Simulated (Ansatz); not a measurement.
A run for Ansatz (a first-principles code): R-PBE/def2-TZVPP on H4Se2Si (SMILES [SiH3][Se][SeH]), a point of a torsion scan.

Ansatz 0.2 input:
```yaml
crystal:
  periodic: [false, false, false]
  atoms:
    - {symbol: Si, position_ang: [-1.04126983, -0.15029516, 0.02440073]}
    - {symbol: Se, position_ang: [0.39920791, 1.62751705, -0.31238362]}
    - {symbol: Se, position_ang: [2.42266257, 0.62271512, 0.14720407]}
    - {symbol: H, position_ang: [-0.64902953, -1.22100642, -0.88831601]}
    - {symbol: H, position_ang: [-2.33935205, 0.42444238, -0.29471065]}
    - {symbol: H, position_ang: [-0.92160152, -0.57804154, 1.41450114]}
    - {symbol: H, position_ang: [2.70620047, 0.17805408, -1.21067895]}
basis:
  gaussian:
    orbitals: def2-TZVPP
hamiltonian:
  xc: {name: PBE}
scf: {lower_state_search: off}
```

Give the final energy of this run.

-5094.1642 hartree.
